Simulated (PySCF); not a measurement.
**Excitation energy of Cl²⁺ by level of theory**

Cl²⁺ [Ne] 3s2 3p3 (4S) → Cl²⁺ [Ne] 3s1 3p4 (4P), as a difference of total energies. Computed with PySCF 2.14 in def2-QZVPPD (10s7p5d2f1g, 79 functions), with the non-relativistic Hamiltonian (point nucleus). Correlated levels: valence and next inner shell: 1s2 frozen. The calculations carry no spin-orbit coupling.

```json
{"method": "UHF", "excitation energy (eV)": "12.823"}
{"method": "MP2 (valence and next inner shell)", "excitation energy (eV)": "12.867"}
{"method": "SCS-MP2 (valence and next inner shell)", "excitation energy (eV)": "12.835"}
{"method": "CCSD (valence and next inner shell)", "excitation energy (eV)": "12.357"}
{"method": "CCSD(T) (valence and next inner shell)", "excitation energy (eV)": "12.197"}
```

**Question.** How much does correlation contribute at CCSD(T) (valence and next inner shell)?

**Answer.** 12.197 − (12.823) = -0.626 eV, measured against UHF.

A first-order spin-orbit estimate (lowest level to lowest level, LS coupling) adds -0.046 eV.

The coupled-cluster amplitudes are large for the upper state (T1 above 0.03 or a double amplitude above 0.15), so a single reference is strained.
